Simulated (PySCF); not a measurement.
B3LYP has the VWN-RPA correlation part, as in Gaussian. 

Cartesian coordinates (Å):
```xyz
7

Mo     0.0952     0.0648     0.0266
Cl     0.4610    -1.0446    -1.9635
Cl     2.1468    -0.5903     0.8256
Cl    -0.4041     1.1143     2.0198
Cl     0.9449     2.0118    -0.8453
F     -1.5968     0.5285    -0.5896
F     -0.6624    -1.4897     0.7084
```
Charge 0, multiplicity 1.

Problem. What LUMO, dipole moment, HOMO–LUMO gap, HOMO, total energy and charge on the central atom (Mulliken) does B3LYP-D3(BJ)/def2-TZVP // TPSS-D3(BJ)/def2-SVP in PySCF give?

Solution. 
```yaml
LUMO: -6.16 eV
dipole_moment: 1.37 D
HOMO–LUMO gap: 3.15 eV
HOMO: -9.30 eV
total_energy: -57392.50 eV
charge on the central atom (Mulliken): 1.32 e
```
